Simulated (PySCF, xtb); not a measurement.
Si(H)(F)(Br)(vinyl) (C₂H₄BrFSi), SMILES C=C[SiH](F)Br. Other conformers were not sampled.

Harmonic wavenumbers (cm⁻¹) from xtb 6.7.1 with GFN2-xTB at its own minimum, in rising order: 46, 112, 160, 186, 343, 432, 506, 636, 667, 735, 847, 929, 1013, 1025, 1278, 1417, 1663, 2406, 3045, 3087, 3112.

### Question
What does PBE0-D3(BJ)/def2-SVP (PySCF) give at its own minimum? (An estimate is asked for; the answer gives what the named calculation found.)

### Answer
79, 144, 190, 228, 385, 455, 538, 695, 813, 818, 911, 1007, 1012, 1036, 1270, 1416, 1683, 2289, 3149, 3177, 3251. Paired by order, the mean absolute difference is 55 cm⁻¹ and the zero-point energies are 33.8 and 35.1 kcal/mol.
